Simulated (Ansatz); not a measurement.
Ideal-gas functions of `F[B]1[SiH2][O][Al]1[SH]` at 400 K and 1 bar, from an Ansatz frequency run at PBE0-D4/def2-TZVP.

Molar mass 135.97 g/mol, point group Cs (symmetry number 1), electronic degeneracy 1, moments of inertia 168.579, 476.207, 638.849 u Å². Harmonic wavenumbers (cm⁻¹, unscaled): 76, 105, 138, 239, 247, 288, 314, 403, 531, 539, 609, 663, 708, 709, 834, 891, 951, 1389, 2198, 2202, 2704.

Use S(trans) = R[1.5 ln M + 2.5 ln T − 1.1517]; rotational temperatures θ = 24.2544 K / I; S(rot) = R[ln(√π/σ · √(T³/θAθBθC)) + 1.5]; for each mode x = 1.438777 ν̃/T, S = R[x/(eˣ − 1) − ln(1 − e⁻ˣ)] and H = RT x/(eˣ − 1); 1 cm⁻¹ = 0.0119627 kJ/mol; R = 8.31446 J/(mol·K).

Q: By hand: the entropy, in J/(mol·K).

A: Translation 176.2. Rotation: θ = 0.1439, 0.0509, 0.038 K, giving 126.0. Vibration, mode by mode: 19.12, 16.46, 14.22, 9.82, 9.57, 8.38, 7.73, 5.92, 4.09, 4.00, 3.28, 2.82, 2.48, 2.47, 1.73, 1.47, 1.24, 0.34, 0.03, 0.03, 0.01, in all 115.2. Electronic 0.0. Sum 417.4 J/(mol·K).

Q: By hand: H − E and G − E in kJ/mol, counted from the electronic energy.

A: Zero-point energy ½ × 16738 × 0.0119627 = 100.1; thermal vibration 24.4; translation, rotation and pV give 4 RT = 13.3. H − E = 137.8 kJ/mol, and G − E = 137.8 − 400 × 417.4/1000 = -29.2 kJ/mol.

Vibration gives 28 % of the entropy, 49.8 J/(mol·K) of it from the modes under 150 cm⁻¹: soft modes count most, and the harmonic formula is weakest for them. The sum counts one conformer and one mirror image; others add a mixing term.
